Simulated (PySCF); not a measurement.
Isomers of C8H7N, mass 117.058 u with the commonest isotopes. Method used: CAM-B3LYP/def2-SVPD in PySCF (dipole) on a GFN2-xTB geometry, gas phase. One conformer each, none proved a minimum here; rigid rotors.

Problem. Order these by radius of gyration √(Σ m r²/M), smallest first.
A. indole, `c1ccc2[nH]ccc2c1`
B. `[N:1]#[C:2][C:3]1=[CH:4][CH2:5][CH:6]=[CH:7][CH:8]=[CH:9]1` with C3–C4–C5–C6 -72°, C4–C5–C6–C7 72°, C6–C7–C8–C9 -35°, C2–C3–C9–C8 -143°
C. `[CH:1]#[C:2]/[C:3]([CH:4]=[CH2:5])=[C:6](/[CH3:7])[C:8]#[N:9]` with C2–C3–C4–C5 1°
D. `[CH2:1]=[CH:2][C:3](=[CH2:4])[CH2:5][C:6]#[C:7][C:8]#[N:9]` with C1–C2–C3–C4 -177°, C2–C3–C5–C6 -69°
E. `Cc1ccc(C#N)cc1` (para-tolunitrile)
F. `C1=CC2=CC=CN2C=C1` (indolizine)

Solution. F (1.898 Å), A (1.922 Å), B (2.095 Å), C (2.214 Å), E (2.255 Å), D (2.517 Å).

Problem. Order these by rotational constant B, largest first.
A. indole (`c1ccc2[nH]ccc2c1`)
B. `[CH:1]#[C:2]/[C:3]([CH:4]=[CH2:5])=[C:6](/[CH3:7])[C:8]#[N:9]` with C2–C3–C4–C5 1°
C. `[CH2:1]=[CH:2][C:3](=[CH2:4])[CH2:5][C:6]#[C:7][C:8]#[N:9]` with C1–C2–C3–C4 -177°, C2–C3–C5–C6 -69°
D. `[N:1]#[C:2][C:3]1=[CH:4][CH2:5][CH:6]=[CH:7][CH:8]=[CH:9]1` with C3–C4–C5–C6 -72°, C4–C5–C6–C7 72°, C6–C7–C8–C9 -35°, C2–C3–C9–C8 -143°
E. para-tolunitrile (`CC1=CC=C(C#N)C=C1`)
F. indolizine, `c1ccn2cccc2c1`

Solution. F (1709 MHz), A (1664 MHz), B (1405 MHz), D (1290 MHz), E (998.6 MHz), C (814.9 MHz).

Problem. Order these by rotational constant C, largest first.
A. `c1ccc2c([nH]cc2)c1` (indole)
B. `[CH2:1]=[CH:2][C:3](=[CH2:4])[CH2:5][C:6]#[C:7][C:8]#[N:9]` with C1–C2–C3–C4 -177°, C2–C3–C5–C6 -69°
C. indolizine, `c1ccn2cccc2c1`
D. `[CH:1]#[C:2]/[C:3]([CH:4]=[CH2:5])=[C:6](/[CH3:7])[C:8]#[N:9]` with C2–C3–C4–C5 1°
E. `[N:1]#[C:2][C:3]1=[CH:4][CH2:5][CH:6]=[CH:7][CH:8]=[CH:9]1` with C3–C4–C5–C6 -72°, C4–C5–C6–C7 72°, C6–C7–C8–C9 -35°, C2–C3–C9–C8 -143°
F. para-tolunitrile (`Cc1ccc(C#N)cc1`)

Solution. C (1199 MHz), A (1169 MHz), E (1033 MHz), D (883.3 MHz), F (850.9 MHz), B (719.9 MHz).

```csv
SMILES,point group,Ia (u·Å²),Ib (u·Å²),Ic (u·Å²),κ,μa (D),μb (D),μc (D)
C=CC(=C)CC#CC#N,C1,161.35,620.21,702.06,-0.92,5.03,0.84,1.24
N#CC1=CCC=CC=C1,C1,146.08,391.78,489.40,-0.79,4.79,0.54,0.59
c1ccc2[nH]ccc2c1,Cs,128.65,303.73,432.38,-0.64,1.50,1.53,0.00
C#C/C(C=C)=C(/C)C#N,–,215.65,359.64,572.13,-0.29,3.71,2.34,0.02
c1ccn2cccc2c1,Cs,125.87,295.68,421.55,-0.64,0.82,0.84,0.00
Cc1ccc(C#N)cc1,Cs,90.96,506.08,593.92,-0.94,5.33,0.00,0.05
```
